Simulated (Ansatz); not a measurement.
Geometry optimisation, Ansatz 0.2.0, RKS PBE/cc-pVDZ.

Input file:

```yaml
crystal:
  periodic: [false, false, false]
  atoms:
    - { symbol: Si, position_ang: [0.0, 0.0, 0.0] }
    - { symbol: Si, position_ang: [0.0, 0.0, 2.22] }
    - { symbol: H, position_ang: [-1.3148, -0.4067, 2.7074] }
    - { symbol: H, position_ang: [1.0096, -0.9353, 2.7074] }
    - { symbol: H, position_ang: [0.3052, 1.342, 2.7074] }
    - { symbol: O, position_ang: [1.5842, 0.0, -0.5594] }
    - { symbol: H, position_ang: [1.9006, -0.9521, -0.6761] }
    - { symbol: O, position_ang: [-0.7913, 1.3709, -0.5594] }
    - { symbol: H, position_ang: [-1.7491, 1.1401, -0.7818] }
    - { symbol: O, position_ang: [-0.7913, -1.3709, -0.5594] }
    - { symbol: H, position_ang: [-1.2459, -1.8365, 0.2129] }
basis:
  gaussian: { orbitals: cc-pVDZ }
hamiltonian:
  xc: pbe
relax:
  f_tol: 0.02
  max_steps: 40
```

Run as:

```bash
$ ansatz run input.yaml --threads 4 --pin off --max-ram 5120MiB --backend cpu --events-out ev --progress --plain --runs-dir out
```

Q: Where does it end, and by what steps?

A: The run converged. After 11 steps the energy has fallen by 0.460 eV; H9 moved furthest, 0.84 Å.

| step | energy less start (eV) | largest force component (eV/Å) | accepted |
| --- | --- | --- | --- |
| 0 | 0.0000 | 1.391 | yes |
| 1 | -0.3030 | 0.537 | yes |
| 2 | -0.3325 | 0.110 | yes |
| 3 | -0.3548 | 0.310 | yes |
| 4 | -0.3753 | 0.752 | yes |
| 5 | -0.3919 | 0.172 | yes |
| 6 | -0.4067 | 0.427 | yes |
| 7 | -0.4333 | 0.801 | yes |
| 8 | -0.4530 | 0.176 | yes |
| 9 | -0.4536 | 0.124 | yes |
| 10 | -0.4592 | 0.064 | yes |
| 11 | -0.4597 | 0.011 | yes |

```xyz
11
Properties=species:S:1:pos:R:3
Si -0.118 -0.105 0.062
Si 0.021 0.021 2.405
H -1.328 -0.230 3.039
H 0.970 -1.041 2.911
H 0.525 1.369 2.855
O 1.356 0.140 -0.734
H 1.818 -0.702 -0.912
O -1.153 1.159 -0.369
H -1.143 1.338 -1.331
O -0.618 -1.640 -0.480
H -1.423 -1.959 -0.027
```

Whether the end is a true minimum wasn't checked by a vibrational analysis.

Time of the run: 15 s on 4 threads of Arm Neoverse V1, on a shared host, peak memory 0.16 GiB.
